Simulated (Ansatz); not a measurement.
How methods differ on SiSe (SMILES [Si][Se])

The species is SiSe (2 atoms), meant as a singlet with charge 0. As SMILES, `[Si][Se]`. The coordinates come from a PBE0-D4/def2-TZVP relaxation.

| atom | x (Å) | y (Å) | z (Å) |
| --- | --- | --- | --- |
| Si | 0.0000 | 0.0000 | 0.0314 |
| Se | 0.0000 | 0.0000 | 2.0931 |

Quantity: the energy change with the Si1–Se2 bond stretched from 2.062 to 5.154 Å, in eV. The values are calculated.

```json
{"level": "HF/STO-3G (restricted)", "kind": "Hartree–Fock", "program": "Ansatz", "value (eV)": "8.82", "less FCI/STO-3G": "+2.55"}
{"level": "revPBE/STO-3G (restricted)", "kind": "GGA", "program": "Ansatz", "value (eV)": "8.93", "less FCI/STO-3G": "+2.66"}
{"level": "B3LYP/STO-3G (restricted)", "kind": "global hybrid", "program": "Ansatz", "value (eV)": "9.96", "less FCI/STO-3G": "+3.69"}
{"level": "CAM-B3LYP/STO-3G (restricted)", "kind": "range-separated hybrid", "program": "Ansatz", "value (eV)": "10.12", "less FCI/STO-3G": "+3.85"}
{"level": "HSE06/STO-3G (restricted)", "kind": "range-separated hybrid", "program": "Ansatz", "value (eV)": "10.30", "less FCI/STO-3G": "+4.03"}
{"level": "wB97M-V/STO-3G (restricted)", "kind": "range-separated hybrid", "program": "Ansatz", "value (eV)": "10.22", "less FCI/STO-3G": "+3.95"}
{"level": "RPA@PBE/STO-3G (restricted)", "kind": "RPA", "program": "Ansatz", "value (eV)": "4.49", "less FCI/STO-3G": "-1.78"}
{"level": "FCI/STO-3G", "kind": "exact in the basis", "program": "Ansatz", "value (eV)": "6.27", "less FCI/STO-3G": "0.00"}
```

FCI/STO-3G is exact within its basis and frozen core, so for wave-function methods in that basis the difference is their error; functionals converge differently with the basis, so for them it is only a difference. A spin-restricted reference rises too steeply as a bond breaks; here HF/STO-3G, revPBE/STO-3G, B3LYP/STO-3G, CAM-B3LYP/STO-3G, HSE06/STO-3G, wB97M-V/STO-3G lie well above the multireference or unrestricted value. All-electron rows without a relativistic Hamiltonian named are non-relativistic. The first shape isn't each level's own minimum. The values span 4.49 to 10.30 eV. All rows use very small basis sets, so none should be taken for the real molecule's value.
